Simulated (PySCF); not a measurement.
Numbering as in the mapped SMILES `[CH:1]#[C:2][C@@H:3]([CH3:4])[NH:5][C:6](=[O:7])[SiH3:8]`; H(Xn) means a hydrogen on atom n.

[PySCF: shieldings: GIAO PBE0/pcSseg-1; geometry from GFN2-xTB; relativity neglected; rapidly exchanging positions averaged; no solvent; one computed conformer]

Question: Predict the 2D correlation tables (HSQC, COSY, HMBC).

Answer: 

HSQC (one-bond C–H):
```tsv
δH	δC
5.54 (H(C3))	34.2 (C3)
1.69 (H(C1))	77.2 (C1)
1.35 (H(C4))	26.1 (C4)
```

COSY cross peaks (H two or three bonds apart, from the bond graph; peaks can be absent where the dihedral angle is near 90°):
```tsv
δH	δH
5.54 (H(C3))	1.35 (H(C4))
```

HMBC (two and three bonds, from the bond graph):
```tsv
δH	δC
5.54 (H(C3))	177.9 (C6), 89.9 (C2), 77.2 (C1), 26.1 (C4)
4.00 (H(Si8))	177.9 (C6)
1.69 (H(C1))	89.9 (C2), 34.2 (C3)
1.35 (H(C4))	89.9 (C2), 34.2 (C3)
```

Shifts are taken against calculated references (same method and geometry level): ¹H (σref 31.72), ¹³C (σref 186.93) vs TMS.

OH/NH shifts are gas-phase values; hydrogen bonding in solution moves them, usually downfield. Shifts are as computed. Against solution values, carbons near 30 ppm lie about +3 ppm off and those near 130 ppm about +5 ppm. Of 1309 compounds with measured shifts, 239 miss one by over three times the rms of a fit or turn the order of signals round; such compounds aren't used in these exercises. The C=O carbon of an acid or of an amide with N–H lies up to 10 ppm further downfield in solution, through hydrogen bonding that the calculation lacks.
